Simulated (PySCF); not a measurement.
Te(Cl)(Me) (CH₃ClTe), SMILES C[Te]Cl.

Geometry: PBE-D3(BJ)/def2-SVP. The def2 effective core potentials stand for the cores of Te; spin–orbit coupling is left out.

All values below come from PySCF with PBE-D3(BJ)/def2-SVP.

Frequencies are harmonic and unscaled.

```
mode  ν (cm⁻¹)  IR (km/mol)  moving atoms (share of kinetic energy)
----  --------  -----------  --------------------------------------
1          100          0.0                                  H 98 %
2          140          0.9        C 42 %, Cl 25 %, H 22 %, Te 11 %
3          352         17.5                        Cl 79 %, Te 21 %
4          508          3.7                 C 74 %, H 16 %, Te 10 %
5          792         11.1                          H 82 %, C 17 %
6          812         10.4                          H 88 %, C 12 %
7         1186          7.0                          H 85 %, C 15 %
8         1363          7.4                                  H 95 %
9         1388         12.7                                  H 95 %
10        2990          3.2                                  H 98 %
11        3109          0.6                          H 90 %, C 10 %
12        3135          0.1                          H 90 %, C 10 %
```
